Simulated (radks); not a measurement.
The lutetium ion Lu3+, 68 electrons, occupied as [Xe] 4f14. Calculated with a radial shooting solver on a logarithmic mesh with Libxc functionals: scalar-relativistic Kohn-Sham, PBE, spin-polarised, spherical densities, finite nucleus; Fermi nuclear charge, rms radius 5.37 fm.

Unscreened Slater integrals over Kohn-Sham orbitals (cm^-1). They are taken over the spin-up orbitals.

F0(4f,4f): 286750
F2(4f,4f): 134390
F4(4f,4f): 83955
F6(4f,4f): 60298
F0(4f,5p): 174310
F2(4f,5p): 57808
G2(4f,5p): 29495
G4(4f,5p): 22749
F0(4f,5s): 197800
G3(4f,5s): 35452
F0(4f,4d): 318460
F2(4f,4d): 151530
F4(4f,4d): 96471
G1(4f,4d): 177030
G3(4f,4d): 111400
G5(4f,4d): 78817
F0(5p,5p): 144330
F2(5p,5p): 77781
F0(5p,5s): 155060
G1(5p,5s): 103120
F0(5p,4d): 181530
F2(5p,4d): 48791
G1(5p,4d): 13157
G3(5p,4d): 12829
F0(5s,5s): 169360
F0(5s,4d): 208240
G2(5s,4d): 21113
F0(4d,4d): 360960
F2(4d,4d): 183190
F4(4d,4d): 122530
